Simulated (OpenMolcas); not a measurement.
## Ni2+: moving or changing the point charges

Ni2+ among 4 point charges of -1.5 e arranged as a square (D4h), 1.9 Å from the ion.

| Property | Result |
| --- | --- |
| Program | OpenMolcas |
| Method | CASSCF |
| Basis | ANO-RCC-VDZP [5s4p2d1f] |
| Scalar Hamiltonian | DKH2, point nucleus |
| Active space | 8 electrons in 5 orbitals (3d) |
| State averaging | 2S+1 = 3 even, 10 roots; 2S+1 = 1 even, 15 roots |
| Spin-orbit coupling | state interaction with AMFI integrals over the reference wave functions |

Runs around this geometry, states (labels of D4, the rotations of D4h). Energies in cm-1 above the lowest state or level, χT in cm3 K/mol.

```csv
R (Å),q (e),Ground state,First state of that spin,First gap with spin-orbit (degeneracies),χT at 300 K,First state of another spin
1.9,-1.2,3E,3B1 1097,"32.5 (1, 1)",3.196,1A1 13779
1.72,-1.5,3E,3A2 833.0,"76.8 (1, 1)",2.811,1A1 9599
1.9,-1.5,3E,3B1 1861,"38.6 (1, 1)",3.063,1A1 12529
1.99,-1.5,3E,3B1 1549,"31.2 (1, 1)",3.159,1A1 13468
```

Scaling the charges by -1.2 / -1.5 = 0.80 scales the first state of the same spin by 1097 / 1861 = 0.59; with fixed orbitals a first-order splitting would follow the charge.

An orbital doublet at a regular site is open to a Jahn-Teller distortion, which this geometry leaves out. Without dynamic correlation the repulsion within the d shell is too large (B by tens of per cent), so at a given field states of lower spin stand too high. The ground term spreads over less than 5000 cm-1, several times less than with real ligands, so orbital moments are less quenched and χT lies further from the spin-only value than at real sites (holds for R = 1.9, q = -1.2; R = 1.99, q = -1.5). Point charges carry no covalency, so the field is a model and not that of real ligands. No measured value stands beside these numbers.
